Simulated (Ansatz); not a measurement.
Steps of a relaxation of CH6AlNOS with RKS PBE0-D4/def2-TZVP.

```sh
$ ansatz run in.yaml --threads 4 --pin off --events-out ev --progress --plain --max-ram 10444MiB
```

```yaml
crystal:
  periodic: [false, false, false]
  atoms:
    - {symbol: N, position_ang: [-0.211855, 0.139684, 0.819429]}
    - {symbol: C, position_ang: [0.505345, -0.657726, -0.275271]}
    - {symbol: S, position_ang: [-0.464049, -2.203229, -0.694701]}
    - {symbol: O, position_ang: [0.568809, 0.171619, -1.341235]}
    - {symbol: Al, position_ang: [-0.175826, 1.668807, -0.590576]}
    - {symbol: H, position_ang: [0.328169, 0.203618, 1.694299]}
    - {symbol: H, position_ang: [-1.125116, -0.290040, 1.031603]}
    - {symbol: H, position_ang: [1.496459, -0.985629, 0.126025]}
    - {symbol: H, position_ang: [-0.063235, -2.920078, 0.396143]}
    - {symbol: H, position_ang: [0.869039, 2.777342, -0.093652]}
    - {symbol: H, position_ang: [-1.662440, 2.038734, -1.051462]}
basis:
  gaussian: {orbitals: def2-TZVP}
hamiltonian: {xc: pbe0, dispersion: d4}
relax: {f_tol: 0.005, max_steps: 150}
```

Positions (Å) and forces (eV/Å) along the path, 11 of 11 steps:

```xyz
11
step=1 energy=-22095.9293 eV
N    -0.212    0.140    0.819   -0.082   -0.319    0.156
C     0.505   -0.658   -0.275    0.105   -0.159    0.250
S    -0.464   -2.203   -0.695    0.440    0.210    0.511
O     0.569    0.172   -1.341   -0.274    0.178    0.576
Al   -0.176    1.669   -0.591    0.187   -0.515   -0.010
H     0.328    0.204    1.694   -0.316   -0.039   -0.611
H    -1.125   -0.290    1.032    0.600    0.294   -0.160
H     1.496   -0.986    0.126   -0.558    0.215   -0.282
H    -0.063   -2.920    0.396   -0.156    0.285   -0.410
H     0.869    2.777   -0.094   -0.132   -0.118   -0.069
H    -1.662    2.039   -1.051    0.185   -0.031    0.051
11
step=2 energy=-22095.9778 eV
N    -0.213    0.134    0.814    0.050   -0.126   -0.010
C     0.505   -0.657   -0.269   -0.155   -0.139    0.123
S    -0.455   -2.189   -0.690    0.243    0.135    0.225
O     0.560    0.169   -1.331   -0.124    0.261    0.169
Al   -0.174    1.654   -0.581    0.145   -0.399   -0.070
H     0.323    0.200    1.677   -0.077    0.012   -0.162
H    -1.116   -0.290    1.023    0.156    0.097   -0.056
H     1.487   -0.975    0.119   -0.167    0.078   -0.074
H    -0.067   -2.894    0.397   -0.073    0.090   -0.160
H     0.859    2.760   -0.096   -0.010   -0.012    0.004
H    -1.645    2.031   -1.043    0.011    0.002    0.010
11
step=3 energy=-22095.9898 eV
N    -0.210    0.134    0.810   -0.011   -0.029   -0.035
C     0.498   -0.656   -0.267   -0.031   -0.124    0.151
S    -0.438   -2.182   -0.690   -0.009    0.058   -0.049
O     0.555    0.171   -1.328   -0.037    0.104   -0.105
Al   -0.172    1.637   -0.581    0.039   -0.064   -0.019
H     0.326    0.208    1.666    0.023    0.014    0.016
H    -1.111   -0.279    1.021   -0.045   -0.001    0.010
H     1.476   -0.964    0.119    0.061    0.007    0.004
H    -0.076   -2.886    0.395    0.016    0.004    0.027
H     0.858    2.740   -0.087    0.010    0.020    0.004
H    -1.642    2.019   -1.036   -0.016    0.011   -0.002
11
step=4 energy=-22095.9909 eV
N    -0.213    0.130    0.809    0.016   -0.011    0.008
C     0.498   -0.658   -0.266   -0.049   -0.075    0.070
S    -0.435   -2.180   -0.692    0.014    0.010   -0.008
O     0.549    0.169   -1.330    0.016    0.055   -0.083
Al   -0.169    1.633   -0.581   -0.006    0.014   -0.013
H     0.323    0.207    1.666    0.007    0.005    0.009
H    -1.116   -0.281    1.020   -0.008    0.001   -0.004
H     1.481   -0.961    0.117    0.015    0.014    0.004
H    -0.074   -2.877    0.399   -0.004   -0.018    0.011
H     0.861    2.738   -0.088    0.004    0.000    0.004
H    -1.640    2.022   -1.033   -0.004    0.006    0.002
11
step=5 energy=-22095.9912 eV
N    -0.213    0.129    0.809    0.009   -0.010    0.006
C     0.498   -0.659   -0.266   -0.014   -0.009    0.020
S    -0.430   -2.182   -0.693    0.007    0.004   -0.003
O     0.547    0.169   -1.332    0.009   -0.011   -0.018
Al   -0.170    1.632   -0.583   -0.010    0.022   -0.004
H     0.323    0.208    1.665    0.000   -0.001    0.002
H    -1.117   -0.280    1.020   -0.001    0.001   -0.004
H     1.483   -0.956    0.117   -0.002    0.010   -0.005
H    -0.077   -2.879    0.401   -0.001   -0.004    0.003
H     0.863    2.736   -0.087    0.002   -0.004    0.002
H    -1.640    2.026   -1.031    0.001    0.001    0.002
11
step=6 energy=-22095.9914 eV
N    -0.215    0.129    0.808    0.005   -0.003    0.004
C     0.497   -0.660   -0.265    0.002    0.013   -0.005
S    -0.426   -2.185   -0.693    0.002   -0.005    0.004
O     0.543    0.167   -1.334   -0.003   -0.009    0.004
Al   -0.170    1.633   -0.584   -0.003    0.006    0.002
H     0.321    0.208    1.665   -0.004   -0.003   -0.001
H    -1.119   -0.280    1.019    0.001    0.000   -0.004
H     1.484   -0.952    0.116   -0.004    0.003   -0.001
H    -0.075   -2.880    0.403   -0.001    0.001   -0.002
H     0.866    2.732   -0.086    0.000   -0.003   -0.002
H    -1.640    2.031   -1.029    0.004    0.001    0.000
11
step=7 energy=-22095.9915 eV
N    -0.218    0.127    0.807   -0.003   -0.001    0.001
C     0.495   -0.659   -0.267   -0.003    0.003   -0.001
S    -0.420   -2.190   -0.689    0.001   -0.005   -0.001
O     0.533    0.166   -1.338   -0.006    0.002    0.001
Al   -0.170    1.634   -0.583    0.005    0.002   -0.001
H     0.315    0.202    1.666    0.000    0.000    0.001
H    -1.123   -0.282    1.012    0.001    0.004   -0.004
H     1.485   -0.943    0.112    0.005   -0.003    0.004
H    -0.068   -2.879    0.412    0.002    0.000    0.000
H     0.874    2.725   -0.084   -0.001   -0.002   -0.001
H    -1.638    2.043   -1.027    0.001    0.000    0.002
11
step=8 energy=-22095.9917 eV
N    -0.225    0.126    0.803   -0.002   -0.002    0.001
C     0.490   -0.658   -0.270   -0.009   -0.009   -0.002
S    -0.407   -2.203   -0.681    0.004    0.004    0.003
O     0.512    0.161   -1.346   -0.004    0.013   -0.001
Al   -0.168    1.637   -0.583    0.004   -0.010    0.007
H     0.300    0.192    1.668    0.001   -0.001   -0.001
H    -1.134   -0.281    0.998    0.001    0.007   -0.003
H     1.485   -0.927    0.106    0.005   -0.004    0.005
H    -0.047   -2.879    0.425    0.003    0.000   -0.001
H     0.893    2.711   -0.084   -0.003   -0.001   -0.005
H    -1.634    2.064   -1.016    0.000    0.002   -0.003
11
step=9 energy=-22095.9916 eV rejected
N    -0.230    0.125    0.804   -0.005    0.010    0.000
C     0.485   -0.658   -0.270    0.013    0.001   -0.019
S    -0.400   -2.210   -0.676   -0.002    0.001    0.007
O     0.499    0.159   -1.348   -0.010   -0.003    0.021
Al   -0.168    1.638   -0.580    0.013   -0.002   -0.018
H     0.292    0.185    1.670   -0.003   -0.002   -0.004
H    -1.142   -0.278    0.993    0.002    0.001    0.001
H     1.483   -0.920    0.105   -0.002   -0.001    0.002
H    -0.029   -2.883    0.428    0.000    0.004   -0.005
H     0.905    2.705   -0.091   -0.004   -0.003    0.007
H    -1.629    2.081   -1.013   -0.003   -0.005    0.007
11
step=10 energy=-22095.9917 eV
N    -0.227    0.126    0.803    0.000    0.003    0.002
C     0.488   -0.658   -0.270   -0.001   -0.002   -0.001
S    -0.406   -2.205   -0.678    0.000   -0.003    0.001
O     0.508    0.160   -1.346   -0.002    0.004    0.001
Al   -0.168    1.637   -0.582    0.003   -0.003    0.001
H     0.297    0.189    1.668   -0.001    0.000   -0.001
H    -1.137   -0.278    0.996    0.001    0.001   -0.001
H     1.483   -0.926    0.106    0.001    0.000    0.001
H    -0.038   -2.881    0.424    0.000    0.001   -0.002
H     0.897    2.710   -0.086    0.000    0.000   -0.002
H    -1.632    2.069   -1.014    0.000    0.000    0.000
11
step=11 energy=-22095.9917 eV
N    -0.228    0.126    0.803    0.000    0.001    0.001
C     0.486   -0.658   -0.271    0.002   -0.001    0.000
S    -0.404   -2.208   -0.676    0.000    0.000    0.002
O     0.503    0.159   -1.347    0.000    0.001    0.001
Al   -0.167    1.638   -0.582    0.000   -0.002   -0.002
H     0.294    0.187    1.669   -0.001   -0.001   -0.001
H    -1.140   -0.276    0.993    0.000    0.001    0.000
H     1.483   -0.923    0.106   -0.001    0.000   -0.001
H    -0.031   -2.883    0.426    0.000    0.001   -0.001
H     0.901    2.707   -0.088    0.000    0.000    0.001
H    -1.631    2.073   -1.011    0.000    0.001    0.000
```

Run time 46 s (4 threads of an Arm Neoverse V1 on a shared host); peak host memory 0.56 GiB.
